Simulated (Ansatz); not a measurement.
The cluster Na4H4 (the lowest singlet isomer of a short search), 8 atoms. Hardware: 4 threads of Arm Neoverse V2 on a shared host.

Correlated methods freeze 4 core orbitals; core or outer-core shells of Na are correlated, in sets that lack core-valence functions.

Problem. How many basis functions does each of these Ansatz runs have, and roughly what does it cost? PBE-D4/def2-TZVP, charge 0 singlet, energy, from earlier orbitals; r2SCAN-D4/def2-TZVP, charge 0 unrestricted singlet, energy, from earlier orbitals; LC-ωPBE/def2-TZVP, charge 0 singlet, energy, from earlier orbitals; BHLYP-D4/def2-TZVP, charge 0 triplet, energy, from earlier orbitals; LC-ωPBE (ω = 0.20 bohr⁻¹)/def2-TZVP, charge 0 singlet, energy, from earlier orbitals; MP2/def2-TZVP, charge 0 triplet, energy, from earlier orbitals; revPBE-D4/def2-TZVP, charge 0 singlet, energy, from earlier orbitals; RPA@PBE/def2-TZVP, charge 0 quintet, energy, from earlier orbitals; r2SCAN-D4/def2-TZVP, charge 1 doublet at the geometry of the charge 0 singlet, energy, from earlier orbitals; LC-ωPBE (ω = 0.20 bohr⁻¹)/def2-TZVP, charge 1 doublet at the geometry of the charge 0 singlet, energy, from earlier orbitals; LC-ωPBE (ω = 0.15 bohr⁻¹)/def2-TZVP, charge 0 quintet, energy, from earlier orbitals; revPBE-D4/def2-TZVP, charge 0 triplet, energy, from earlier orbitals.

Solution. Other jobs shared the machine, so times can vary by a factor of up to 3. A dash marks memory too small to be measured apart from the calling script's.

```
                                                                                                                         run  functions  fitting or Cholesky vectors  wall time  peak host memory (GiB)
                                                        revPBE-D4/def2-TZVP, charge 0 singlet, energy, from earlier orbitals        152                         1284      1.4 s                       –
                                                           PBE-D4/def2-TZVP, charge 0 singlet, energy, from earlier orbitals        152                         1284      1.4 s                       –
                                        LC-ωPBE (ω = 0.20 bohr⁻¹)/def2-TZVP, charge 0 singlet, energy, from earlier orbitals        152                         1284      1.4 s                       –
                                                              MP2/def2-TZVP, charge 0 triplet, energy, from earlier orbitals        152                         1342      1.8 s                       –
                                                          LC-ωPBE/def2-TZVP, charge 0 singlet, energy, from earlier orbitals        152                         1284      1.8 s                       –
                                                        revPBE-D4/def2-TZVP, charge 0 triplet, energy, from earlier orbitals        152                         1284      2.5 s                       –
                                                         BHLYP-D4/def2-TZVP, charge 0 triplet, energy, from earlier orbitals        152                         1352      3.7 s                       –
LC-ωPBE (ω = 0.20 bohr⁻¹)/def2-TZVP, charge 1 doublet at the geometry of the charge 0 singlet, energy, from earlier orbitals        152                         1284      4.2 s                       –
                                                          RPA@PBE/def2-TZVP, charge 0 quintet, energy, from earlier orbitals        152                         1344      4.6 s                       –
                                        LC-ωPBE (ω = 0.15 bohr⁻¹)/def2-TZVP, charge 0 quintet, energy, from earlier orbitals        152                         1284      5.5 s                       –
                                           r2SCAN-D4/def2-TZVP, charge 0 unrestricted singlet, energy, from earlier orbitals        152                         1284        7 s                       –
                r2SCAN-D4/def2-TZVP, charge 1 doublet at the geometry of the charge 0 singlet, energy, from earlier orbitals        152                         1284      7.5 s                       –
```
